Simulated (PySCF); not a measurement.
## Worked example: entropy of an ideal gas

C3H3F3, SMILES F[C@H]1CC1(F)F.

Geometry: r2SCAN-D4/def2-SVP. The structure was generated by enumeration; whether it is a known compound was not checked.

PySCF with r2SCAN-D4/def2-SVP gives the harmonic wavenumbers 188, 248, 385, 450, 485, 613, 742, 840, 884, 997, 1005, 1058, 1115, 1191, 1276, 1333, 1368, 1524, 3136, 3161, 3252 cm⁻¹ and the rotational temperatures 0.2787, 0.1460, 0.1262 K. The molar mass is 96.05 g/mol, the symmetry number 1, the spin multiplicity 1.

Problem. Work out the entropy at 298.15 K and 1 atm in the rigid-rotor, harmonic-oscillator model.

Solution. 
Translation (Sackur–Tetrode at 1 atm): S = R[1.5 ln M + 2.5 ln T − 1.16487] = 165.7 J/(mol K).
Rotation: q = (√π/σ) T^1.5/√(θA θB θC) = 127000, S = R[ln q + 3/2] = 110.2 J/(mol K).
Vibration: with u = 1.4388 ν/T, each mode gives R[u/(e^u − 1) − ln(1 − e^−u)]:
```json
[
 {"ν (cm⁻¹)": "188", "modes": "1", "u": "0.91", "S (J/(mol K))": "9.40"},
 {"ν (cm⁻¹)": "248", "modes": "1", "u": "1.20", "S (J/(mol K))": "7.30"},
 {"ν (cm⁻¹)": "385", "modes": "1", "u": "1.86", "S (J/(mol K))": "4.27"},
 {"ν (cm⁻¹)": "450", "modes": "1", "u": "2.17", "S (J/(mol K))": "3.33"},
 {"ν (cm⁻¹)": "485", "modes": "1", "u": "2.34", "S (J/(mol K))": "2.92"},
 {"ν (cm⁻¹)": "613", "modes": "1", "u": "2.96", "S (J/(mol K))": "1.79"},
 {"ν (cm⁻¹)": "742", "modes": "1", "u": "3.58", "S (J/(mol K))": "1.09"},
 {"ν (cm⁻¹)": "840", "modes": "1", "u": "4.05", "S (J/(mol K))": "0.74"},
 {"ν (cm⁻¹)": "884", "modes": "1", "u": "4.27", "S (J/(mol K))": "0.62"},
 {"ν (cm⁻¹)": "997", "modes": "1", "u": "4.81", "S (J/(mol K))": "0.40"},
 {"ν (cm⁻¹)": "1005", "modes": "1", "u": "4.85", "S (J/(mol K))": "0.38"},
 {"ν (cm⁻¹)": "1058", "modes": "1", "u": "5.11", "S (J/(mol K))": "0.31"},
 {"ν (cm⁻¹)": "1115", "modes": "1", "u": "5.38", "S (J/(mol K))": "0.25"},
 {"ν (cm⁻¹)": "1191", "modes": "1", "u": "5.75", "S (J/(mol K))": "0.18"},
 {"ν (cm⁻¹)": "1276", "modes": "1", "u": "6.16", "S (J/(mol K))": "0.13"},
 {"ν (cm⁻¹)": "1333", "modes": "1", "u": "6.43", "S (J/(mol K))": "0.10"},
 {"ν (cm⁻¹)": "1368", "modes": "1", "u": "6.60", "S (J/(mol K))": "0.09"},
 {"ν (cm⁻¹)": "1524", "modes": "1", "u": "7.35", "S (J/(mol K))": "0.04"}
]
```
The stiffer modes add less than 0.005 each. Sum 33.3 J/(mol K).
Spin: R ln 1 = 0.0 J/(mol K).
Total 309.2 J/(mol K); the program's own thermochemistry gives 309.2. Translation makes up 54 % and vibration 11 %. Anharmonicity, hindered rotation and orbital degeneracy are left out.
